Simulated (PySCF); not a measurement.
# Stationary points of TeF4

Level of theory: PBE0 in PySCF with Te def2-SVP with ECP28, F def2-SVP; scalar-relativistic core potentials, no spin–orbit coupling; density-fitted integrals.

Relaxations began from a few typed shapes. The search is not exhaustive: other isomers or separated fragments can lie lower, and high-lying points may rest on an excited occupation.

```tsv
spin	group	bonds	angles	imaginary modes (cm⁻¹)	ΔE (kJ/mol)	ΔE with ZPE (kJ/mol)
singlet	C2v	Te–F 1.890 Å (×2), Te–F 1.941 Å (×2)	F–Te–F 85.2° (×4), F–Te–F 99.8°, F–Te–F 164.9°	none	0.0	0.0
singlet	C4v	Te–F 1.917 Å (×4)	F–Te–F 81.3° (×4), F–Te–F 134.2° (×2)	83i	13.5	–
singlet	Td	Te–F 1.974 Å (×4)	F–Te–F 109.5° (×6)	3 found	147.9	–
singlet	D4h	Te–F 1.967 Å (×4)	F–Te–F 90.0° (×4), F–Te–F 180.0° (×2)	337i, 89i	199.5	–
```

The lowest minimum found is the singlet C2v: Te–F 1.890 Å (×2), Te–F 1.941 Å (×2); F–Te–F 85.2° (×4), F–Te–F 99.8°, F–Te–F 164.9°.

Counting electrons, tellurium keeps 2 of its valence electrons outside its bonds, so the VSEPR class is AX4E1 and the expected shape is see-saw (C2v), as computed.
